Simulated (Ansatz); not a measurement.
A series at Sn: from `C[CH](C)[SnH]([CH](C)C)[CH](C)C`, ligands are replaced one by one, each step taking up H₂ and setting free `CCC`; n counts the steps. Ansatz, PBE0-D4/def2-TZVP geometries. Each molecule was computed in one conformer, which needn't be the lowest.

CBS adds triple-zeta CCSD(T) − MP2 to the MP2 limit, frozen cores; atoms without spin–orbit coupling. Elements past krypton have def2 core potentials. Outer-core shells of Sn are correlated without core-valence functions. Spin–orbit coupling is left out.

```csv
n,molecule,"atomization energy, CCSD(T)/CBS (kJ/mol)"
0,`C[CH](C)[SnH]([CH](C)C)[CH](C)C`,12243.8
1,`C[CH](C)[SnH2][CH](C)C`,8528.5
2,`C[CH](C)[SnH3]`,?
3,`[SnH4]`,1104.7
```

Problem. By hand: fit a straight line y = ȳ + b (n − n̄) to the 3 given rows and predict n = 2.

Solution. n̄ = 1.333, ȳ = 7292.33; Σ(n − n̄)(y − ȳ) = -17326.73, Σ(n − n̄)² = 4.667, so b = -3712.61 kJ/mol a step. Prediction: 7292.33 + (-3712.61) × (0.667) = 4816.0 kJ/mol.

Problem. By hand: compare with the computed value, 4816.0 kJ/mol, and give the steps along the whole series.

Solution. The line misses by 0.0 kJ/mol (computed minus predicted). Steps: -3715.3, -3712.5, -3711.3 kJ/mol.

The steps differ by at most 4.0 kJ/mol, 0.1 % of a mean step, so the ligands' effects nearly add and a line is close. The miss is 0.0 % of the series' range. The energies themselves are unsure by some kJ/mol a bond, though much of that is common to the series.
